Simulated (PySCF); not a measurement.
Correlation energy of As²⁺ (arsenic, charge +2)

[Ar] 3d10 4s1 4p2, high-spin 4P determinant (an excited configuration). Computed with PySCF 2.14 in x2c-QZVPPall (11s8p5d4f1g, 97 functions), with scalar relativity by spin-free X2C-1e. Frozen: [Ar] 3d10; 3 electrons correlated.

| level | correlation energy (mhartree) |
| --- | --- |
| CCSD | -12.96 |
| (T) | -0.07 |
| CCSD(T) | -13.03 |

Diagnostics: T1 = 0.0019, D1 = 0.0042, largest double amplitude 0.048.

Question: Is a single reference adequate?

Answer: Yes, within this model without spin-orbit coupling: T1 lies below 0.03 and no double amplitude reaches 0.07.
